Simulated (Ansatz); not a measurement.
Consider the ligand exchange at the Si–N bond: `[SiH3]N[SiH2][SiH2]Cl` + `NB[SeH]` → `[SiH3]NB[SeH]` + `N[SiH2][SiH2]Cl`.

Gas-phase electronic energies from Ansatz, PBE0-D4/def2-TZVP geometries. CCSD(T)/CBS adds triple-zeta CCSD(T) − MP2 to the extrapolated MP2 energy (def2 sets, frozen cores). DFT in def2-TZVPP. B3LYP here is the variant with VWN-RPA as its local correlation; programs differ in this. For Se outer-core shells are correlated without core-valence functions, which leaves a few kJ/mol of doubt a bond. Scalar relativity is left out up to krypton. One conformer a species, not always the lowest.

`[SiH3]N[SiH2][SiH2]Cl`:

```xyz
13

Si   -0.528    1.919   -0.187
N    -0.815    0.443   -1.036
Si    0.051   -1.046   -0.931
Si    0.937   -1.345    1.221
Cl   -0.518   -0.862    2.606
H     0.647    1.681    0.690
H    -1.698    2.326    0.636
H    -0.219    3.039   -1.117
H    -1.584    0.445   -1.691
H    -0.887   -2.166   -1.217
H     1.177   -1.159   -1.907
H     1.309   -2.769    1.429
H     2.128   -0.506    1.506
```

`NB[SeH]`:

```xyz
7

N    -0.539    0.088   -1.087
B    -0.047   -0.260    0.165
Se    1.120    0.969    1.140
H    -1.141   -0.526   -1.609
H    -0.340    0.954   -1.558
H    -0.334   -1.310    0.652
H     1.281    0.085    2.297
```

`[SiH3]NB[SeH]`:

Z-matrix (Å, degrees):
```
Si
N 1 1.744
H 1 1.487 2 110.4
H 1 1.480 2 107.5 3 120.4
H 1 1.487 2 110.4 3 -119.1
B 2 1.401 1 125.8 3 -120.5
H 2 1.011 1 116.7 3 59.4
Se 6 1.946 2 125.1 1 180.0
H 6 1.195 2 120.4 1 -0.0
H 8 1.471 6 97.2 2 -0.1
```

`N[SiH2][SiH2]Cl`:

Z-matrix (Å, degrees):
```
Si
Si 1 2.342
N 1 1.718 2 105.7
H 1 1.495 2 108.2 3 -125.3
H 1 1.488 2 110.9 3 117.7
Cl 2 2.076 1 106.4 3 45.5
H 2 1.485 1 113.6 3 163.4
H 2 1.485 1 113.3 3 -71.8
H 3 1.008 1 118.9 2 -45.8
H 3 1.007 1 120.6 2 170.4
```

```json
{"level": "r2SCAN-D4", "ΔE (kJ/mol)": "12.0", "difference from CCSD(T)/CBS": "1.4"}
{"level": "PBE0-D4", "ΔE (kJ/mol)": "13.1", "difference from CCSD(T)/CBS": "2.5"}
{"level": "B3LYP-D4", "ΔE (kJ/mol)": "12.5", "difference from CCSD(T)/CBS": "1.9"}
{"level": "ωB97X-V", "ΔE (kJ/mol)": "12.1", "difference from CCSD(T)/CBS": "1.5"}
{"level": "ωB97M-V", "ΔE (kJ/mol)": "12.6", "difference from CCSD(T)/CBS": "2.0"}
{"level": "B2PLYP", "ΔE (kJ/mol)": "7.6", "difference from CCSD(T)/CBS": "-3.0"}
{"level": "PBE", "ΔE (kJ/mol)": "7.8", "difference from CCSD(T)/CBS": "-2.8"}
{"level": "r2SCAN", "ΔE (kJ/mol)": "10.9", "difference from CCSD(T)/CBS": "0.3"}
{"level": "PBE0", "ΔE (kJ/mol)": "9.2", "difference from CCSD(T)/CBS": "-1.4"}
{"level": "MP2/def2-TZVPP", "ΔE (kJ/mol)": "10.5", "difference from CCSD(T)/CBS": "-0.1"}
{"level": "CCSD(T)/def2-TZVPP", "ΔE (kJ/mol)": "10.0", "difference from CCSD(T)/CBS": "-0.6"}
{"level": "HF/def2-QZVPP", "ΔE (kJ/mol)": "6.2", "difference from CCSD(T)/CBS": "-4.4"}
{"level": "MP2/def2-QZVPP", "ΔE (kJ/mol)": "10.9", "difference from CCSD(T)/CBS": "0.3"}
{"level": "SCS-MP2/def2-QZVPP", "ΔE (kJ/mol)": "9.7", "difference from CCSD(T)/CBS": "-0.9"}
{"level": "HF/CBS(def2)", "ΔE (kJ/mol)": "6.2", "difference from CCSD(T)/CBS": "-4.4"}
{"level": "MP2/CBS(def2)", "ΔE (kJ/mol)": "11.0", "difference from CCSD(T)/CBS": "0.4"}
{"level": "CCSD(T)/CBS", "ΔE (kJ/mol)": "10.6", "difference from CCSD(T)/CBS": "0"}
```

Largest T1 diagnostic among the species: 0.011.

In def2-TZVPP, CCSD(T) changes the Hartree–Fock value by +4.0 kJ/mol (the triples alone add +0.4 kJ/mol) and MP2 by +4.4 kJ/mol. The D4 term adds +6.7 kJ/mol with B3LYP and +3.9 kJ/mol with PBE0; it sums over pairs of atoms, weighted by their polarisabilities, and B3LYP, whose exchange is more repulsive, gets the larger term.
